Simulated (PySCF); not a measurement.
# Excitation energy of Rh by level of theory

Rh [Kr] 4d8 5s1 (4F) → Rh [Kr] 4d7 5s1 5p1 (high-spin determinant), as a difference of total energies. Calculation: PySCF 2.14, in aug-cc-pVTZ-DK (9s8p6d3f2g, 102 functions); the spin-free X2C one-electron Hamiltonian (Gaussian nucleus). Correlated levels: valence: [Kr] frozen. The calculations carry no spin-orbit coupling.

| method | excitation energy (eV) |
| --- | --- |
| UHF | 2.821 |
| LDA | 5.103 |
| PBE | 4.872 |
| PBE0 | 4.559 |
| r2SCAN | 4.549 |
| wB97X | 4.937 |
| r2SCANh | 4.470 |
| B3LYP | 4.830 |
| MP2 (valence) | 4.449 |
| SCS-MP2 (valence) | 4.633 |

Q: How much does correlation contribute at MP2 (valence)?

A: 4.449 − (2.821) = 1.628 eV, measured against UHF.

A first-order spin-orbit estimate (lowest level to lowest level, LS coupling) adds 0.037 eV.

The determinant of the upper state mixes LS terms, which raises its energy above the lowest term, most at the Hartree-Fock and MP2 levels.
